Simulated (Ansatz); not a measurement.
Cost and result for the atomization energy of `N[Si@@H]1N[C@@]1(O)F` (11 atoms, 11 bonds).

```
atom    x (Å)    y (Å)    z (Å)
  N1  -1.4820   1.2822   0.7384
 Si2  -0.8635   0.0276  -0.2075
  N3   0.2339  -1.0675   0.4698
  C4   0.8991  -0.3728  -0.5927
  O5   1.9987   0.3896  -0.3055
  F6   1.2188  -1.2150  -1.6511
  H7  -2.3325   1.7602   0.4950
  H8  -0.9290   1.7752   1.4190
  H9  -1.9373  -0.4009  -1.1297
 H10   0.4662  -1.9809   0.8297
 H11   2.7277  -0.1978  -0.0654
```

The species carries charge 0 and has multiplicity 1. The geometry is a stationary point of PBE0-D4/def2-TZVP. It is one conformer, not always the lowest. Program: Ansatz. All runs use 4 threads of an Arm Neoverse V1 on a shared host. Times are those of one run each, without the atoms' runs, and a repeat can differ threefold. Electronic energies, without spin–orbit coupling; frozen cores. CCSD(T)/CBS adds CCSD(T) − MP2 in def2-TZVPP to the MP2 limit, and its time is that of the two runs behind it. T1 = 0.012. B3LYP takes the VWN-RPA correlation (the form of Gaussian; ORCA's B3LYP/G).

CCSD(T)/CBS is a level of theory with its own doubt, some kJ/mol a heavy atom from the limit and from the frozen cores, so smaller differences don't rank the functionals.

| level | functions | wall time |
| --- | --- | --- |
| PBE-D4/def2-TZVPP (with forces) | 267 | 2.9 s |
| PBE0-D4/def2-TZVPP | 267 | 3.5 s |
| B3LYP-D4/def2-TZVPP (with forces) | 267 | 5.5 s |
| r2SCAN-D4/def2-TZVPP (with forces) | 267 | 6 s |
| B2PLYP/def2-TZVPP | 267 | 7 s |
| ωB97X-V/def2-TZVPP | 267 | 9 s |
| ωB97M-V/def2-TZVPP (with forces) | 267 | 13 s |
| MP2/def2-QZVPP | 505 | 28 s |
| CCSD(T)/def2-TZVPP | 267 | 5.3 min |
| CCSD(T)/CBS(def2) | – | 5.8 min |

(1) What atomization energy does each give, and how far from CCSD(T)/CBS? (An estimate is asked.)

## Answers

(1) The calculation gave: 
```tsv
level	atomization (kJ/mol)	difference from CCSD(T)/CBS	per bond
PBE-D4/def2-TZVPP (with forces)	4179.4	142.6	13.0
PBE0-D4/def2-TZVPP	4042.7	5.9	0.5
B3LYP-D4/def2-TZVPP (with forces)	4038.8	2.0	0.2
r2SCAN-D4/def2-TZVPP (with forces)	4036.7	-0.1	0.0
B2PLYP/def2-TZVPP	3986.9	-49.9	-4.5
ωB97X-V/def2-TZVPP	4068.1	31.3	2.8
ωB97M-V/def2-TZVPP (with forces)	4066.7	29.9	2.7
MP2/def2-QZVPP	4090.7	53.9	4.9
CCSD(T)/def2-TZVPP	3886.1	-150.7	-13.7
CCSD(T)/CBS(def2)	4036.8	0.0	0.0
```

In def2-TZVPP, CCSD(T) changes the Hartree–Fock value by +1279.9 kJ/mol (the triples alone add +83.4 kJ/mol) and MP2 by +1394.2 kJ/mol; breaking electron pairs costs correlation energy, which Hartree–Fock lacks. The D4 term adds +36.4 kJ/mol with B3LYP and +19.0 kJ/mol with PBE0; it sums over pairs of atoms, weighted by their polarisabilities, and B3LYP, whose exchange is more repulsive, gets the larger term. From PBE to PBE0 (25 % exact exchange), in def2-TZVPP and without D4, the atomization energy moves by −133.0 kJ/mol: exact exchange takes away binding that semilocal exchange gives to molecules.
